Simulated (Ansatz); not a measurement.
Ansatz (a program for electronic structure) input (CCSD(T)/aug-cc-pVDZ):

Ansatz 0.2 input:
```yaml
crystal:
  periodic: [false, false, false]
  atoms:
    - {symbol: O, position_ang: [-1.99001977, -0.04417081, 0.28110697]}
    - {symbol: C, position_ang: [-0.82593981, 0.72502929, 0.44243365]}
    - {symbol: C, position_ang: [0.41694122, -0.00800430, -0.03504399]}
    - {symbol: F, position_ang: [0.30208637, -0.34708787, -1.34093367]}
    - {symbol: F, position_ang: [1.50441376, 0.77803083, 0.08571460]}
    - {symbol: F, position_ang: [0.64757531, -1.13686132, 0.64994254]}
    - {symbol: H, position_ang: [-2.13711251, -0.20014907, -0.65909003]}
    - {symbol: H, position_ang: [-0.70935467, 0.92525764, 1.50670822]}
    - {symbol: H, position_ang: [-0.86606227, 1.67937330, -0.09332338]}
basis:
  gaussian:
    orbitals: aug-cc-pVDZ
magnetization: {spin_polarized: false}
correlation: {method: ccsd_t, electrons: outside_noble_gas}
output: {forces: true}
```

End of the output:

```
mean field evaluation 8: about -12264.9723 eV, gradient 2.5e-1 eV
mean field evaluation 16: about -12260.5708 eV, gradient 4.7e1 eV
mean field -12264.97254250 eV, -450.7294274398 hartree, gradient 1.9e-6 eV, S^2 0.000000; 0 other end points of the search recorded, 0 dependent functions left out
6 core orbitals not correlated
reference -12264.97254250 eV, -450.7294274398 hartree; 19, 19 occupied and 140, 140 virtual orbitals, 1575 factors
densities: 3.62 GiB planned
second order -29.58432436 eV of doubles, -0.00000000 eV of singles
coupled cluster: 2.00 GiB planned
cycle   1  -29.46483810 eV  change    1.2e-1 eV  update   1.2e-1
cycle   2  -30.12330695 eV  change   -6.6e-1 eV  update   3.3e-2
cycle   3  -30.28010645 eV  change   -1.6e-1 eV  update   1.6e-2
cycle   4  -30.27020494 eV  change    9.9e-3 eV  update   3.1e-3
cycle   5  -30.26742541 eV  change    2.8e-3 eV  update   1.4e-3
cycle   6  -30.26838546 eV  change   -9.6e-4 eV  update   3.8e-4
cycle   7  -30.26830645 eV  change    7.9e-5 eV  update   1.4e-4
cycle   8  -30.26818117 eV  change    1.3e-4 eV  update   4.2e-5
cycle   9  -30.26818240 eV  change   -1.2e-6 eV  update   1.3e-5
perturbative correction -0.86843185 eV, -0.0319142819 hartree
the calculation of the forces begins
Total energy: -12296.10915675 eV, -451.8736769083 hartree
Atom 0 at    -1.990020    -0.044171     0.281107 Å, force    -0.418767    -0.322820     0.158943 eV/Å
Atom 1 at    -0.825940     0.725029     0.442434 Å, force     0.200162     0.025972    -0.118658 eV/Å
Atom 2 at     0.416941    -0.008004    -0.035044 Å, force    -0.348474     0.177637     0.089386 eV/Å
Atom 3 at     0.302086    -0.347088    -1.340934 Å, force    -0.063716    -0.136959    -0.538538 eV/Å
Atom 4 at     1.504414     0.778031     0.085715 Å, force     0.475704     0.354407     0.058675 eV/Å
Atom 5 at     0.647575    -1.136861     0.649943 Å, force     0.093399    -0.522269     0.318868 eV/Å
Atom 6 at    -2.137113    -0.200149    -0.659090 Å, force     0.014406     0.001295    -0.192570 eV/Å
Atom 7 at    -0.709355     0.925258     1.506708 Å, force     0.051553     0.066153     0.445808 eV/Å
Atom 8 at    -0.866062     1.679373    -0.093323 Å, force    -0.004267     0.356584    -0.221913 eV/Å
Dipole moment:    -0.186613     0.296349    -0.101777 e Å
```
